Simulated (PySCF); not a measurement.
C₂H₆Cd, SMILES C[CH2][CdH]. Geometry optimised at B3LYP-D3(BJ)/def2-SVP. The def2 effective core potentials stand for the cores of Cd; spin–orbit coupling is left out.

Computed equilibrium geometry at B3LYP-D3(BJ)/def2-SVP (PySCF confirms it by a frequency run) as bond lengths and angles, and its point group:
point group Cs.
Atoms: Cd1 H2 C3 C4 H5 H6 H7 H8 H9. Bonded distances (Å): Cd1–H2 1.690, Cd1–C3 2.149, C3–C4 1.534, C3–H5 1.104, C3–H6 1.104, C4–H7 1.103, C4–H8 1.103, C4–H9 1.106. Bond angles (°): H2–Cd1–C3 179.9, Cd1–C3–C4 115.4, Cd1–C3–H5 107.2, Cd1–C3–H6 107.2, C4–C3–H5 110.4, C4–C3–H6 110.4, H5–C3–H6 105.8, C3–C4–H7 112.2, C3–C4–H8 112.2, C3–C4–H9 111.8, H7–C4–H8 106.9, H7–C4–H9 106.8, H8–C4–H9 106.8.
